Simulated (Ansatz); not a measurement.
Program: Ansatz 0.2.0.

A structure relaxed at PBE0-D4/def2-TZVP, charge 0, multiplicity 1:

```xyz
6

O     1.3207   -0.8484   -0.3448
Sn   -0.3491    0.0233    0.0834
Cl   -1.8946   -1.6366    0.3246
Cl   -0.1575    1.2314    2.0259
Cl   -0.9633    1.4610   -1.5978
H     2.0439   -0.2308   -0.4912
```

Q: Give its formula and SMILES.

A: Cl3HOSn, `[OH][Sn]([Cl])([Cl])[Cl]`.

Q: Point group (tolerance 0.08 Å, 0.16 Å for H)?

A: Cs.

Q: Summarise the bond lengths by kind.

A: 1 × O–Sn 1.932 Å; 1 × H–O 0.962 Å; 3 × Cl–Sn 2.281 to 2.296 Å.
